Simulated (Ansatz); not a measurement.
Ansatz results at the PBE0-D4/def2-TZVP geometry: HOMO–LUMO gap (PBE0/def2-TZVPP) 6.70 eV; LUMO energy (PBE0/def2-TZVPP) -1.68 eV; HOMO–LUMO gap (ωB97M-V/def2-TZVPP) 11.14 eV.

Each molecule was computed in one conformer, which needn't be the lowest.

(1) Which molecule gave them?
A. `C#[C][Ti]([OH])([F])[F]`
B. `C[S][Ti]([F])([F])[Cl]`
C. `[SH][Ti]([SH])([SH])[Cl]`
D. `C[O][Ti]([F])([Cl])[O]C(C)(C)C`

## Answers

(1) D. The others give `C#[C][Ti]([OH])([F])[F]`: 5.70, -2.77, 10.14; `[SH][Ti]([SH])([SH])[Cl]`: 4.87, -3.13, 9.11; `C[S][Ti]([F])([F])[Cl]`: 4.79, -3.07, 9.09.
